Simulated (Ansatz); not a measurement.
Mg4H6. The state is a singlet with charge 0. Geometry r2SCAN-D4/def2-SVP, basis def2-TZVP, Ansatz.

Cartesian coordinates in Å:
```
Mg -0.2684 -1.6309 0.8888
Mg -1.5105 1.5102 0.8853
Mg 1.3229 1.1142 0.6719
Mg -0.2531 0.0039 -1.8613
H -0.0392 -1.5721 -0.9357
H 1.1778 1.0513 -1.1068
H -0.9620 0.3733 -3.3767
H 0.3505 2.4105 1.4401
H -0.9879 -2.7797 1.9366
H 1.1699 -0.4807 1.4579
```

| run | HOMO (eV) | LUMO (eV) |
| --- | --- | --- |
| A | -5.15 | -2.85 |
| B | -5.06 | -2.96 |
| C | -7.38 | -0.85 |
| D | -5.76 | -2.36 |
| E | -5.42 | -2.63 |

Another isomer (singlet) lies 0.40 eV lower at PBE0-D4/def2-TZVP; other spin states weren't run for this one.

Q: The runs used PBE, PBE0, r2SCAN, r2SCANh, ωB97M-V. Estimate which is which.

A: A r2SCAN (0 % exact exchange); B PBE (0 % exact exchange); C ωB97M-V (range-separated); D PBE0 (25 % exact exchange); E r2SCANh (10 % exact exchange). Exact exchange lowers occupied and raises empty levels; among semilocal functionals meta-GGAs tend to open the gap a little, and such runs are hard to tell apart. The gap grows from 2.11 eV (PBE) to 6.53 eV (ωB97M-V). The restricted singlet is unstable towards broken spin symmetry in Hartree–Fock (as tested in another run); at r2SCAN-D4/def2-TZVP, PBE-D4/def2-TZVP, ωB97M-V/def2-TZVP, PBE0-D4/def2-TZVP and others this wasn't settled.
